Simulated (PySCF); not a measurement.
# Computed records: BGeH₅O₂

Computed with PySCF 2.14.0. Calculation on a computer-drawn molecule: the log of a Hartree-Fock and frozen-core CCSD(T) single point meant for a local Hartree-Fock minimum, with one planted fault or none, to be diagnosed. Offsets are logged minus clean, where the clean run is the same molecule without the fault. The reference is restricted for singlets and unrestricted otherwise, and also for a bond in bohr or an excited solution. Adding or removing an electron swaps singlet and doublet. The excited solution moves the top pair (singlet) or top alpha electron (doublet) to the lowest empty orbital. Highest occupied and lowest empty are orbital energies over both spins, largest force is the largest gradient component, triples share is (T) over the correlation energy, the T1 limit is 0.02 restricted and 0.045 unrestricted, electrons count all cores, a negative frequency is imaginary (commonest isotopes), and the dipole is about the centre of nuclear charge; on germanium a core potential holds 10 electrons, which the energies leave out, and 3d is frozen in MP2 and coupled-cluster steps.

Common to all runs: meant charge 0; meant multiplicity 1; meant basis cc-pVDZ; meant basis and core potential on germanium cc-pVDZ-PP ECP10MDF; logged electrons 58; logged basis functions 90; logged SCF converged yes; logged CC converged yes; logged SCF stable within its kind yes; possible faults no fault, one electron removed, one electron added, multiplicity raised by two, geometry at a saddle point, SCF held on an excited solution, minimal basis STO-3G, one bond length entered in bohr, all coordinates scaled.

(1) BGeH₅O₂

Logged structure:
```xyz
9
BGeH5O2
O     -2.6846    -0.6168     0.2768
B     -1.2824    -0.5691     0.3104
Ge    -0.0415    -0.5811    -1.4996
O      1.5471    -1.5259    -1.2295
H     -3.0878    -0.6762    -0.6212
H     -0.7620    -0.5092     1.4475
H     -0.8230    -1.2251    -2.7525
H      0.4622     0.8753    -1.9150
H      1.4360    -2.4473    -0.8954
```

- logged spin squared: 0
- logged highest occupied: -10.51 eV
- logged lowest empty: 1.9998 eV
- logged largest force: 0.038514 hartree/bohr
- logged T1 diagnostic: 0.016631
- logged D1 diagnostic: 0.059635
- logged triples share: 0.025052
- logged dipole magnitude: 2.4274 debye
- logged energy HF: -470.73846 hartree
- logged energy CCSD(T): -471.35603 hartree
- planted fault: all coordinates scaled, by +4.3 %
- HF energy offset from clean run: 9.273 kcal/mol
- CCSD(T) energy offset from clean run: 3.51 kcal/mol

Drawn bonds:
| atom | other atom | order |
| --- | --- | --- |
| 1 | 2 | 1 |
| 2 | 3 | 1 |
| 3 | 4 | 1 |
| 1 | 5 | 1 |
| 2 | 6 | 1 |
| 3 | 7 | 1 |
| 3 | 8 | 1 |
| 4 | 9 | 1 |

(2) BGeH₅O₂

Logged structure:
```xyz
9
BGeH5O2
O     -2.5739    -0.5914     0.2654
B     -1.2295    -0.5456     0.2976
Ge    -0.0398    -0.5571    -1.4377
O      1.4833    -1.4630    -1.1788
H     -2.9605    -0.6483    -0.5956
H     -0.7306    -0.4882     1.3879
H     -0.7891    -1.1746    -2.6390
H      0.4431     0.8393    -1.8361
H      1.3768    -2.3464    -0.8585
```

- logged spin squared: 2.0121
- logged highest occupied: -6.1172 eV
- logged lowest empty: -1.5657 eV
- logged largest force: 0.038631 hartree/bohr
- logged T1 diagnostic: 0.024436
- logged D1 diagnostic: 0.13233
- logged triples share: 0.02639
- logged dipole magnitude: 2.6031 debye
- logged energy HF: -470.59432 hartree
- logged energy CCSD(T): -471.20207 hartree
- planted fault: multiplicity raised by two
- HF energy offset from clean run: 99.72 kcal/mol
- CCSD(T) energy offset from clean run: 100.1 kcal/mol

Drawn bonds:
| atom | other atom | order |
| --- | --- | --- |
| 1 | 2 | 1 |
| 2 | 3 | 1 |
| 3 | 4 | 1 |
| 1 | 5 | 1 |
| 2 | 6 | 1 |
| 3 | 7 | 1 |
| 3 | 8 | 1 |
| 4 | 9 | 1 |

(3) BGeH₅O₂

Logged structure:
```xyz
9
BGeH5O2
O     -2.5739    -0.5914     0.2654
B     -1.2295    -0.5456     0.2976
Ge    -0.0398    -0.5571    -1.4377
O      1.4833    -1.4630    -1.1788
H     -2.9605    -0.6483    -0.5956
H     -0.7306    -0.4882     1.3879
H     -1.4557    -1.7240    -3.7078
H      0.4431     0.8393    -1.8361
H      1.3768    -2.3464    -0.8585
```

* logged spin squared: 0.8447
* logged highest occupied: -8.4433 eV
* logged lowest empty: 1.389 eV
* logged largest force: 0.0074037 hartree/bohr
* logged T1 diagnostic: 0.039699
* logged D1 diagnostic: 0.2015
* logged triples share: 0.029283
* logged dipole magnitude: 2.0971 debye
* logged energy HF: -470.65317 hartree
* logged energy CCSD(T): -471.25171 hartree
* planted fault: one bond length entered in bohr, row 6 of the drawn bonds
* HF energy offset from clean run: 62.79 kcal/mol
* CCSD(T) energy offset from clean run: 68.97 kcal/mol

Drawn bonds:
| atom | other atom | order |
| --- | --- | --- |
| 1 | 2 | 1 |
| 2 | 3 | 1 |
| 3 | 4 | 1 |
| 1 | 5 | 1 |
| 2 | 6 | 1 |
| 3 | 7 | 1 |
| 3 | 8 | 1 |
| 4 | 9 | 1 |
